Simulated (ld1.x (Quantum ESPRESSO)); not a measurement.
Which change was made? (Pd, RRKJ)

Pd, norm-conserving RRKJ (Kleinman–Bylander form), made with ld1.x (Quantum ESPRESSO) 7.5 (LDA (PZ), scalar-relativistic). Core [Ar] 3d10, reference 4s2 4p6 4d9 5s0 5p0 (charge +1). Waves: 4s (bound): rc 1.35 bohr; 4d (bound): rc 1.20 bohr; 4p (bound): rc 1.30 bohr. Local part: the p channel. Core correction: Bessel-smoothed model core inside 0.70 bohr. rho0 = 0.005.

Cutoffs, loose and tight: the cutoffs (Ry, on a coarse ladder) from which the occupation-weighted sum of valence levels, in a spherical-Bessel basis at the reference potential, stays within 10 and 1 mRy of its value at 400 Ry. They do not see the model core or the augmentation charge, which bear on the density cutoff. Test errors are all-electron minus pseudo excitation energies from the reference, over the configurations 4s2 4p6 4d10 5s0 5p0; 4s2 4p6 4d8 5s0 5p0; 4s2 4p6 4d7 5s0 5p0; 4s2 4p6 4d9.5 5s0 5p0; 4s2 4p6 4d8 5s1 5p0; 4s2 4p6 4d9 5s1 5p0; 4s2 4p6 4d9 5s0 5p1 (two spin-polarised tests are not counted in the largest error); variants that change the core or the reference have their own tests.

The base gives: outcome: generated; cutoff, loose: 110 Ry; cutoff, tight: 160 Ry; bound ghosts: none; largest test error (meV): +160.

(1) After one change the result is: outcome: generated; cutoff, loose: 300 Ry; cutoff, tight: over 300 Ry; bound ghosts: none; largest test error (meV): +162. Which change was it?
A. wave 4d (bound): rc 1.20 bohr becomes 4d (bound): rc 1.46 bohr
B. wave 4d (bound): rc 1.20 bohr becomes 4d (bound): rc 1.06 bohr
C. wave 4d (bound): rc 1.20 bohr becomes 4d (bound): rc 0.76 bohr

Results:

(1) C. The others give: wave 4d (bound): rc 1.20 bohr becomes 4d (bound): rc 1.06 bohr → outcome: generated; cutoff, loose: 140 Ry; cutoff, tight: 180 Ry; bound ghosts: none; largest test error (meV): +161 | wave 4d (bound): rc 1.20 bohr becomes 4d (bound): rc 1.46 bohr → outcome: generated; cutoff, loose: 80 Ry; cutoff, tight: 140 Ry; bound ghosts: none; largest test error (meV): +161.
